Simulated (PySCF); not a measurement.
Isomers of C7H16FNSi, from PySCF 2.14.0, PBE0-D3(BJ)/def2-SVP geometry optimisation, gas phase. One conformer each, no zero-point energy, no frequencies.

Problem. Which isomer lies lower at this level?
A. `[CH3:1][CH2:2][CH2:3][Si@@H:4]([NH:5][CH3:6])[C@@H:7]1[CH2:8][C@H:9]1[F:10]` with C1–C2–C3–Si4 -179°, C2–C3–Si4–N5 -174°, C3–Si4–N5–C6 173°, C3–Si4–C7–C8 152°: A = 999.6, B = 841.9, C = 482.2 MHz, dipole 2.02 D
B. `[CH3:1][C@@H:2]([CH2:3][F:4])[C@@H:5]1[CH2:6][CH2:7][N:8]([SiH3:9])[CH2:10]1` with C1–C2–C3–F4 -56°, C1–C2–C5–C6 175°, C2–C5–C6–C7 -160°, C5–C6–C7–N8 23°, C6–C7–N8–Si9 176°, C7–N8–C10–C5 -24°: A = 2910, B = 475.4, C = 422.1 MHz, dipole 0.93 D

Solution. B. That is `C[C@@H](CF)[C@@H]1CCN(C1)[SiH3]`, 6.2 kcal/mol below the other.

| SMILES | mapped SMILES | E (Eh) | relative (kcal/mol) | relative (kJ/mol) | dipole (D) |
| --- | --- | --- | --- | --- | --- |
| C[C@@H](CF)[C@@H]1CCN([SiH3])C1 | [CH3:1][C@@H:2]([CH2:3][F:4])[C@@H:5]1[CH2:6][CH2:7][N:8]([SiH3:9])[CH2:10]1 | -719.47287 | 0.0 | 0.0 | 0.93 |
| CCC[Si@@H](NC)[C@@H]1C[C@H]1F | [CH3:1][CH2:2][CH2:3][Si@@H:4]([NH:5][CH3:6])[C@@H:7]1[CH2:8][C@H:9]1[F:10] | -719.46302 | 6.2 | 25.9 | 2.02 |

As drawn, the higher has a three-membered ring, an N–H bond and an Si–C bond, which the lower lacks.
